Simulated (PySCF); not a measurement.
All values below come from B3LYP-D3(BJ)/def2-TZVP // PBE-D3(BJ)/def2-SVP (PySCF). Isolated molecules, 0 K electronic values unless said otherwise. One relaxed conformer stands for a flexible species; it need not be the lowest. B3LYP has the VWN-RPA correlation part, as in Gaussian. 

Reference species: [Hf(Cl)3(NH2)] (neutral, multiplicity 1).

```yaml
coordination_number: 4
HOMO: -8.04 eV
LUMO: -1.95 eV
```

After one change: the coordination number hardly moves; the HOMO goes up by 1.01 eV; the LUMO increases by 1.57 eV.

### Question
Name the change that produced these shifts. The new species is one of these.
A. [Hf(Cl)(NH2)3]
B. [Hf(NH2)4]
C. [Hf(Cl)4]
D. [Hf(Cl)2(NH2)2]

### Answer
A, [Hf(Cl)(NH2)3]
